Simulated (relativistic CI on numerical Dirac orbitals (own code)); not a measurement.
## Tm4+ (4f11) in a crystal field

Calculated by Dirac-Coulomb-Breit CI, separate exchange-only KLI orbitals for each configuration, model QED (radiative potential, 1s self-energy scaled to tabulated hydrogen-like ionisation energies), one configuration in a parametric crystal field, unscaled Slater integrals (own radial code). With so little scaling, terms lie 10 to 35 % too far apart, which can change the order of excited levels.

Field parameters in Wybourne normalisation; cubic f-shell fields have B⁴₄ = √(5/14) B⁴₀ and B⁶₄ = −√(7/2) B⁶₀. The field is a parameter set, without covalency.

S is read from ⟨S²⟩ = S(S + 1).

Powder χT (cm³ K mol⁻¹) by Van Vleck's formula, with temperature-independent terms:

```csv
Field,2 K,5 K,10 K,20 K,50 K,100 K,200 K,300 K
"D3d, B20 = 2190, B40 = -290, B43 = -2410, B60 = 400, B63 = 120, B66 = 1070 cm⁻¹",5.59,5.93,6.49,7.55,9.26,10.1,10.6,10.9
"D3d, B20 = -10, B40 = 60, B43 = 1920, B60 = 320, B63 = -90, B66 = -500 cm⁻¹",4.62,5.34,6.53,8.33,9.88,10.5,11,11.2
"D3d, B20 = 690, B40 = -230, B43 = 1000, B60 = -700, B63 = 70, B66 = -160 cm⁻¹",4.64,5.48,6.79,8.49,10,10.7,11.1,11.3
"D3h, B20 = 740, B40 = 240, B60 = -10, B66 = 1020 cm⁻¹",5.49,6.26,7.37,8.58,9.56,10.1,10.7,11.1
"D4h, B20 = 2600, B40 = 1830, B44 = -1020, B60 = 650, B64 = 790 cm⁻¹",5.46,5.85,6.5,7.68,9.34,10.2,10.9,11.1
"Oh, B40 = 2610, B60 = 780 cm⁻¹",4.47,4.62,4.88,5.38,6.85,8.68,10.2,10.7
```

(1) For D3d, B20 = 2190, B40 = -290, B43 = -2410, B60 = 400, B63 = 120, B66 = 1070 cm⁻¹: what effective moment follows at 300 K?

## Answers

(1) μ_eff = √(8χT) = 9.34 μB. The LS value g√(J(J + 1)) of the free ion's ⁴I°15/2 level is 9.58 μB.
